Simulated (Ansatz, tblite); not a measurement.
Cost and result up the ladder for MnF₂ (3 atoms). Charge 0, multiplicity 6. Geometry: PBE0-D4/def2-TZVP.

```xyz
3

Mn    0.001   -0.004   -0.002
F     0.616    0.932   -1.399
F    -0.617   -0.929    1.401
```

Ansatz on 4 threads of Arm Neoverse V2 on a shared host; xTB runs through tblite on one thread. Times are rough, summed over both states, and most runs start from the orbitals of an earlier one. CCSD(T)/def2-TZVPP serves as the yardstick here, not as an exact answer. The other state is a quintet.

The xTB rows come from tblite. Correlated methods freeze 7 core orbitals; core or outer-core shells of Mn are correlated, in sets that lack core-valence functions. In CCSD on the charge 1 quintet the largest single amplitude is 0.15, so its Hartree–Fock determinant may place the open shell otherwise than the density functionals do.

Correlated methods converge slowly with the basis.

Raw xTB energies of ions are shifted by several eV, and xTB has no spin-polarisation term.

| level | functions | wall time | vertical IE (eV) | difference from CCSD(T)/def2-TZVPP (eV) |
| --- | --- | --- | --- | --- |
| GFN2-xTB | 17 | 0.003 s | 14.80 | 3.07 |
| GFN1-xTB | 17 | 0.064 s | 18.32 | 6.59 |
| PBE-D4/def2-TZVP (with forces) | 107 | 2.1 s | 10.92 | -0.81 |
| PBE0-D4/def2-TZVP | 107 | 2.7 s | 11.58 | -0.16 |
| r2SCAN-D4/def2-TZVP | 107 | 3.3 s | 11.23 | -0.51 |
| CCSD(T)/def2-TZVPP | 126 | 16 s | 11.73 | 0.00 |
